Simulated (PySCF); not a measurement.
A structure optimised at PBE-D3(BJ)/def2-SVP, used in a PySCF frequency run:

```xyz
10

Mo    -0.0259     0.0798     0.0000
N     -1.0170     0.1177    -1.4288
H     -1.8993     0.2424    -1.9395
N     -1.0170     0.1177     1.4288
H     -1.8993     0.2424     1.9395
F      1.3248     1.3894     0.0000
C      0.7493    -1.8854     0.0000
H     -0.0386    -2.6630     0.0000
H      1.3728    -2.0066    -0.9111
H      1.3728    -2.0066     0.9111
```

Write its SMILES, formula and point group.

[CH3][Mo](=[NH])(=[NH])[F], CH₅FMoN₂, Cs

What are its rotational constants (standard atomic weights)?

3.5291, 3.0597, 2.8799 GHz
